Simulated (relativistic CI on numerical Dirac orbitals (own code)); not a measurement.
Ligand-field terms of d4

Computed with a parametric ligand-field model of a d^n configuration (Racah B and C, spin-orbit zeta, crystal field), exact diagonalisation.

Field parameters in Wybourne normalisation: Oh B⁴₀ = 21Dq, B⁴₄ = √(5/14) B⁴₀. The field is a parameter set, without covalency.

B = 600 cm⁻¹, C = 2910 cm⁻¹ (C/B = 4.85), Oh, no spin-orbit coupling. Tanabe-Sugano data, E/B above the lowest term (Δ = |10Dq|; b, c mark the second and third term of a kind):

| Δ/B | 5E | 5T2 | 3T1 | 3E | 3T2 | 1T2 | 1E | 1A1 |
| --- | --- | --- | --- | --- | --- | --- | --- | --- |
| 1.0 | 0.00 | 1.00 | 23.32 | 23.58 | 24.19 | 35.01 | 34.92 | 36.10 |
| 5.0 | 0.00 | 5.00 | 21.18 | 23.99 | 25.81 | 33.25 | 33.32 | 37.02 |
| 9.0 | 0.00 | 9.00 | 18.00 | 24.17 | 26.30 | 30.38 | 30.95 | 36.35 |
| 13.0 | 0.00 | 13.00 | 14.51 | 24.28 | 26.52 | 27.15 | 28.07 | 35.06 |
| 17.0 | 0.00 | 17.00 | 10.87 | 24.35 | 26.66 | 23.73 | 24.87 | 33.38 |
| 21.0 | 0.00 | 21.00 | 7.14 | 24.39 | 26.75 | 20.19 | 21.45 | 31.37 |
| 25.0 | 0.00 | 25.00 | 3.36 | 24.42 | 26.81 | 16.57 | 17.90 | 29.09 |
| 29.0 | 0.47 | 29.47 | 0.00 | 24.92 | 27.32 | 13.36 | 14.71 | 27.03 |
| 33.0 | 4.32 | 37.32 | 0.00 | 28.79 | 31.22 | 13.50 | 14.84 | 28.15 |
| 37.0 | 8.20 | 45.20 | 0.00 | 32.68 | 35.13 | 13.62 | 14.95 | 29.12 |
| 41.0 | 12.10 | 53.10 | 0.00 | 36.59 | 39.05 | 13.72 | 15.03 | 29.95 |
| 45.0 | 16.01 | 61.01 | 0.00 | 40.51 | 42.98 | 13.82 | 15.10 | 30.67 |

The ground term changes from 5E to 3T1 between Δ/B = 25.0 and 29.0.
